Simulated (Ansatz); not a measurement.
Geometry optimisation, Ansatz 0.2.0, RKS PBE-D4/def2-SVP.

Input file:

```yaml
crystal:
  periodic: [false, false, false]
  atoms:
    - { symbol: B, position_ang: [-0.082716, -0.456384, -0.427188] }
    - { symbol: F, position_ang: [-0.068695, 0.012043, 2.046451] }
    - { symbol: F, position_ang: [1.068092, 0.137869, -0.693925] }
    - { symbol: Cl, position_ang: [-1.586079, 0.238985, -0.996702] }
    - { symbol: H, position_ang: [-0.084466, -1.540565, 0.094317] }
    - { symbol: H, position_ang: [-0.055036, -0.897147, 1.841246] }
basis:
  gaussian: { orbitals: def2-SVP }
hamiltonian:
  xc: pbe
  dispersion: d4
relax:
  f_tol: 0.03
  max_steps: 50
```

Launched with:

```bash
$ ansatz run input.yaml --threads 1 --pin off --max-ram 2048MiB --backend cpu --events-out ev --progress --plain --runs-dir out
```

Where does it end, and by what steps?

It converged. After 10 steps the energy has fallen by 0.020 eV; H6 moved furthest, 0.22 Å.

```
step  energy less start (eV)  largest force component (eV/Å)  accepted
   0                  0.0000                           0.352       yes
   1                 -0.0077                           0.286       yes
   2                  0.0035                           0.893        no
   3                 -0.0116                           0.362       yes
   4                 -0.0138                           0.236       yes
   5                 -0.0155                           0.120       yes
   6                 -0.0168                           0.158       yes
   7                 -0.0183                           0.091       yes
   8                 -0.0190                           0.182       yes
   9                 -0.0166                           0.250        no
  10                 -0.0197                           0.019       yes
```

```xyz
6
Properties=species:S:1:pos:R:3
B -0.071 -0.468 -0.408
F -0.078 0.037 1.841
F 1.070 0.160 -0.658
Cl -1.588 0.272 -0.918
H -0.055 -1.630 -0.049
H -0.088 -0.876 2.056
```

Whether the end is a true minimum wasn't checked by a vibrational analysis.

Run time: 7.3 s on 1 thread of AMD EPYC 9R45 96-Core Processor (Zen 5) (shared host), peak memory 0.15 GiB.
